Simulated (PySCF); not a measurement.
C3H6BF, SMILES C=CCBF.

The structure is a stationary point at PBE-D3(BJ)/def2-SVP. The structure was generated by enumeration, and PubChem lists no compound with its InChIKey, so it may never have been made. One conformer was computed; it need not be the lowest.

Two levels are set side by side: PBE/def2-TZVP (PySCF) and B3LYP/def2-TZVP (PySCF). Same geometry, gas phase. Differences are taken from unrounded values.

| quantity | B3LYP | PBE | PBE minus B3LYP |
|---|---|---|---|
| orbital gap (eV) | 6.20 | 4.49 | -1.71 |
| highest occupied level (eV) | -7.13 | -6.20 | 0.92 |
| lowest empty level (eV) | -0.93 | -1.72 | -0.78 |
| dipole moment (D) | 1.01 | 0.93 | -0.08 |
| mean polarisability (bohr³) | 51.4 | 52.9 | 1.5 |

PBE's occupied levels lie high since its potential decays too fast outside the molecule; exact exchange lowers them and widens the gap. Differences between two approximate levels are no errors against the true value.

Rough cost on one machine, each run with all the roots and properties that it gave: B3LYP against PBE within a factor of 2.
